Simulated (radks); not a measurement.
Te2+, 50 electrons, occupied as [Kr] 4d10 5s2 5p(1/2: 2, 3/2: 0). Method: Dirac Kohn-Sham, PBE, spin-unpolarised, spherical densities, point nucleus; computed with a radial shooting solver on a logarithmic mesh with Libxc functionals.

Unscreened Slater integrals over Kohn-Sham orbitals (eV). Large and small components are both included. Empty in this configuration: 5p3/2.

\begin{tabular}{lr}
integral & value \\ \hline
F0(5p1/2,5p1/2) & 10.691 \\
F0(5p1/2,5s1/2) & 11.422 \\
G1(5p1/2,5s1/2) & 7.7060 \\
F0(5p1/2,4d5/2) & 13.322 \\
G3(5p1/2,4d5/2) & 1.1713 \\
F0(5p1/2,4d3/2) & 13.341 \\
G1(5p1/2,4d3/2) & 1.2585 \\
F0(5p1/2,5p3/2) & 10.501 \\
G2(5p1/2,5p3/2) & 5.6624 \\
F0(5s1/2,5s1/2) & 12.374 \\
F0(5s1/2,4d5/2) & 15.096 \\
G2(5s1/2,4d5/2) & 1.9637 \\
F0(5s1/2,4d3/2) & 15.123 \\
G2(5s1/2,4d3/2) & 1.8990 \\
F0(5s1/2,5p3/2) & 11.179 \\
G1(5s1/2,5p3/2) & 7.3322 \\
F0(4d5/2,4d5/2) & 25.258 \\
F2(4d5/2,4d5/2) & 12.751 \\
F4(4d5/2,4d5/2) & 8.4383 \\
F0(4d5/2,4d3/2) & 25.412 \\
F2(4d5/2,4d3/2) & 12.826 \\
G2(4d5/2,4d3/2) & 12.814 \\
G4(4d5/2,4d3/2) & 8.4819 \\
F0(4d5/2,5p3/2) & 12.909 \\
F2(4d5/2,5p3/2) & 3.5521 \\
G1(4d5/2,5p3/2) & 1.1367 \\
G3(4d5/2,5p3/2) & 1.0438 \\
F0(4d3/2,4d3/2) & 25.570 \\
F2(4d3/2,4d3/2) & 12.905 \\
F0(4d3/2,5p3/2) & 12.927 \\
F2(4d3/2,5p3/2) & 3.5089 \\
G1(4d3/2,5p3/2) & 1.0972 \\
G3(4d3/2,5p3/2) & 1.0152 \\
F0(5p3/2,5p3/2) & 10.323 \\
F2(5p3/2,5p3/2) & 5.5899 \\
\end{tabular}
